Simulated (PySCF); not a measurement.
# Steps of a relaxation of [Y(SH)2]+

[Y(SH)2]+ (singlet). PySCF 2.14.0, RKS PBE0, Y def2-SVP with ECP28, S def2-SVP, H def2-SVP; non-relativistic Hamiltonian with scalar-relativistic core potentials where named; density fitting; no spin-orbit coupling. Origin of the start: template. Columns: position (Å) and force (eV/Å). Energies are counted from the last step; some of the 10 steps are shown. Forces carry noise of the integration grid, about 0.01 to 0.03 eV/Å.

Run from Python with OMP_NUM_THREADS=2. Where DIIS fails, smearing, a level shift and second-order steps follow.
It took 14 s on 2 threads of Arm Neoverse V2, on a shared host, from the converged density of the start.

```xyz
5
step 0  E = 0.665 eV
Y     0.0000    0.0000   -0.4496     0.00    0.00    0.96
S     2.4280    0.0000    0.6370    -1.87    0.13   -0.07
H     3.2421   -0.3365   -0.3744     0.06   -0.10   -0.41
S    -2.4280    0.0000    0.6370     1.87   -0.13   -0.07
H    -3.2421    0.3365   -0.3744    -0.06    0.10   -0.41
```

```xyz
5
step 3  E = 0.100 eV
Y     0.0000    0.0000   -0.5966     0.00    0.00   -0.52
S     2.0994   -0.0761    0.6722     0.30   -0.08    0.02
H     3.0139   -0.2575   -0.3362    -0.36    0.07    0.24
S    -2.0994    0.0761    0.6722    -0.30    0.08    0.02
H    -3.0139    0.2575   -0.3362     0.36   -0.07    0.24
```

```xyz
5
step 6  E = 0.002 eV
Y     0.0000    0.0000   -0.8718     0.00    0.00   -0.14
S     1.8511   -0.0721    0.7137    -0.04    0.02    0.18
H     2.7965   -0.2349   -0.2401     0.12   -0.02   -0.11
S    -1.8511    0.0721    0.7137     0.04   -0.02    0.18
H    -2.7965    0.2349   -0.2401    -0.12    0.02   -0.11
```

Task: Where does the relaxation end?

Result: It converges at step 9 in C2, nearly C2v:
```xyz
5
step 9  E = 0
Y     0.0000    0.0000   -0.8742
S     1.8576   -0.0744    0.7150
H     2.8111   -0.2347   -0.2402
S    -1.8576    0.0744    0.7150
H    -2.8111    0.2347   -0.2402
```

Task: How did the contacts change?

Result: 
| contact | start (Å) | end (Å) |
| --- | --- | --- |
| Y1–S2 (SH) | 2.660 | 2.446 |
| Y1–S4 (SH) | 2.660 | 2.446 |
